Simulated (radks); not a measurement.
Results of a calculation; reference values are marked as such.
Removal energies from the xenon ion Xe6+, [Kr] 4d10 5s2, by Delta-SCF beside the eigenvalue of the level emptied. Level of theory: non-relativistic Kohn-Sham, PBE, spin-polarised, spherical densities, point nucleus (a radial shooting solver on a logarithmic mesh with Libxc functionals). Open shells are filled with parallel spins first.

| removed from | final configuration | Delta-SCF (eV) | -eigenvalue (eV) |
|---|---|---|---|
| 5s | [Kr] 4d10 5s1 | 89.342 | 83.177 |
| 4d | [Kr] 4d9 5s2 | 147.98 | 136.56 |
| 4p | [Ar] 3d10 4s2 4p5 4d10 5s2 | 225.13 | 212.92 |
| 4s | [Ar] 3d10 4s1 4p6 4d10 5s2 | 269.76 | 257.24 |
